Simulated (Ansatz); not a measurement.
**CH3OTe−: where a starting geometry ends**

The starting geometry of this gas-phase singlet was optimised with GFN2-xTB; its bonds are those of `[O-]C[TeH]`.

```xyz
6

C    -2.0166    2.3594    0.2311
O    -2.8551    3.3029    0.3300
Te   -2.9154    0.1701    0.2831
H    -1.2576    2.2442    1.0431
H    -1.4780    2.2450   -0.7499
H    -3.0503    0.0433    1.9756
```

**Question.** Predict what becomes of its bonds when it is optimised with PBE0-D3(BJ)/def2-SVPD.

**Answer.** It falls apart into CH2O + HTe (formulas without charges). Contacts that open: C1–Te3 (2.37 → 3.32 Å).

The energy falls by 0.46 eV over 18 steps:

```json
{"step": "1", "E − E(last) (eV)": "0.461"}
{"step": "3", "E − E(last) (eV)": "0.188"}
{"step": "5", "E − E(last) (eV)": "0.045"}
{"step": "7", "E − E(last) (eV)": "0.001"}
{"step": "9", "E − E(last) (eV)": "0.000"}
{"step": "10", "E − E(last) (eV)": "0.000"}
{"step": "12", "E − E(last) (eV)": "0.000"}
{"step": "14", "E − E(last) (eV)": "0.000"}
{"step": "16", "E − E(last) (eV)": "0.000"}
{"step": "18", "E − E(last) (eV)": "0.000"}
```

Final geometry (Å):

```xyz
6

C    -1.8986    2.7421    0.1804
O    -2.5578    3.7601    0.1543
Te   -3.0679   -0.3556    0.3642
H    -1.5346    2.2856    1.1268
H    -1.5673    2.2185   -0.7432
H    -2.9468   -0.2859    2.0305
```

The end wasn't checked by frequencies. Atoms past krypton carry core potentials, without spin–orbit terms. Run with Ansatz 0.2.0, 2.7 min on 1 thread of Intel(R) Xeon(R) Processor @ 2.50GHz (Skylake/Cascade Lake), with other jobs on the host.
